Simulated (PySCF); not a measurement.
N-methylsilyl-N-silylmethanamine (C2H11NSi2), SMILES [SiH2](N(C)[SiH3])C. Atoms are numbered in the order given.

```xyz
16

Si    -1.7514     0.7705    -0.5694
N     -0.4338    -0.0027     0.2682
C     -0.5812    -0.1666     1.7091
Si     0.9585    -0.7361    -0.4957
C      2.5653     0.0466     0.0742
H     -3.0249    -0.0169    -0.4768
H     -1.3801     0.9335    -2.0039
H     -2.0286     2.1102     0.0425
H      0.3859    -0.3903     2.1889
H     -1.2735    -0.9868     1.9758
H     -0.9594     0.7558     2.1843
H      1.0104    -2.2019    -0.1772
H      0.7912    -0.5672    -1.9698
H      2.7006    -0.0503     1.1627
H      3.4225    -0.4453    -0.4124
H      2.5888     1.1173    -0.1800
```

Geometry: PBE0-D3(BJ)/def2-SVP. Other conformers were not sampled.

Calculation: TDA-LC-ωPBE/def2-SVPD in PySCF.

Vertical excitations. 

### Question
Estimate the UV-visible absorptions. (An estimate is asked for; the answer gives what the named calculation found.)

### Answer

```csv
state,energy (eV),λ (nm),f,main pairs
S1,6.67,186,0.001,"HOMO→LUMO 43 %, HOMO→LUMO+1 28 %, HOMO→LUMO+2 19 %"
S2,7.26,171,0.021,"HOMO→LUMO+5 28 %, HOMO→LUMO+3 25 %, HOMO→LUMO+2 24 %, HOMO→LUMO+1 11 %"
S3,7.68,161,0.038,"HOMO→LUMO 47 %, HOMO→LUMO+1 22 %, HOMO→LUMO+2 13 %"
S4,7.95,156,0.021,"HOMO→LUMO+4 57 %, HOMO→LUMO+6 13 %, HOMO→LUMO+2 10 %"
S5,8.16,152,0.044,"HOMO→LUMO+3 21 %, HOMO→LUMO+2 13 %, HOMO→LUMO+7 13 %, HOMO→LUMO+1 10 %"
S6,8.43,147,0.030,HOMO→LUMO+7 56 %
S7,8.55,145,0.071,"HOMO→LUMO+5 33 %, HOMO→LUMO+3 16 %, HOMO→LUMO+6 13 %, HOMO→LUMO+8 12 %"
S8,8.73,142,0.022,"HOMO→LUMO+9 37 %, HOMO→LUMO+6 16 %, HOMO→LUMO+4 7 %, HOMO→LUMO+8 6 %"
S9,8.83,140,0.042,"HOMO→LUMO+6 16 %, HOMO→LUMO+5 15 %, HOMO−1→LUMO 10 %, HOMO→LUMO+3 10 %"
S10,8.90,139,0.069,"HOMO−1→LUMO+2 17 %, HOMO→LUMO+8 12 %, HOMO−1→LUMO+1 12 %, HOMO→LUMO+6 8 %"
T1,6.30,197,0,"HOMO→LUMO+1 35 %, HOMO→LUMO 28 %, HOMO→LUMO+2 20 %"
T2,6.96,178,0,"HOMO→LUMO+2 33 %, HOMO→LUMO+3 22 %, HOMO→LUMO+5 21 %, HOMO→LUMO+1 8 %"
T3,7.22,172,0,"HOMO→LUMO 34 %, HOMO→LUMO+6 19 %, HOMO→LUMO+1 10 %, HOMO→LUMO+4 9 %"
T4,7.50,165,0,"HOMO→LUMO+4 47 %, HOMO→LUMO 23 %"
```
Triplets are in the Tamm–Dancoff approximation.
